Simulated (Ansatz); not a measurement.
A geometry relaxed with r2SCAN-D4/def2-TZVP (Ansatz, a first-principles code), charge 0, multiplicity 1:

```xyz
13

Si    -1.5411    -1.1841    -0.2962
Si     1.8203    -0.7974     0.3123
H      1.9790    -2.1704    -0.2407
B      0.0354     0.0173    -0.0578
H      1.8307    -0.9129     1.8041
H     -1.4130    -2.5264     0.3329
H      2.9968     0.0186    -0.0913
H     -1.4470     2.4217    -0.8539
Si    -0.2517     1.9932    -0.0772
H     -0.5175     2.3050     1.3619
H      0.9167     2.8049    -0.5118
H     -1.5613    -1.3793    -1.7803
H     -2.8473    -0.5901     0.0981
```

**Question.** Write the SMILES of this molecule.

**Answer.** `[SiH3]B([SiH3])[SiH3]`
